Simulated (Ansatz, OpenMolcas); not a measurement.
## How basis sets differ on CuCl (SMILES [Cl][Cu])

The species is CuCl (2 atoms), meant as a singlet with charge 0. SMILES: `[Cl][Cu]`. Geometry: relaxed at PBE0-D4/def2-TZVP.

```xyz
2

Cl    0.8983   -0.3452    0.4464
Cu   -0.8688    0.2850   -0.4424
```

Quantity: the vertical energy of the triplet above the singlet, in eV. The values are calculated.

```
            level  kind     program  value (eV)
     SVWN5/STO-3G   LDA      Ansatz       -3.61
   SVWN5/def2-SVP   LDA      Ansatz        2.34
  SVWN5/def2-SVPD   LDA      Ansatz        2.52
 SVWN5/def2-TZVPD   LDA      Ansatz        2.51
    SVWN5/cc-pVTZ   LDA  OpenMolcas        2.47
SVWN5/def2-TZVPPD   LDA      Ansatz        2.50
```

The values span -3.61 to 2.52 eV. Spin contamination of the reference (⟨S²⟩ at least 0.1 too high) touches SVWN5/STO-3G. Without the sets that lack polarisation functions the rows with a basis span only 2.34 to 2.52 eV.
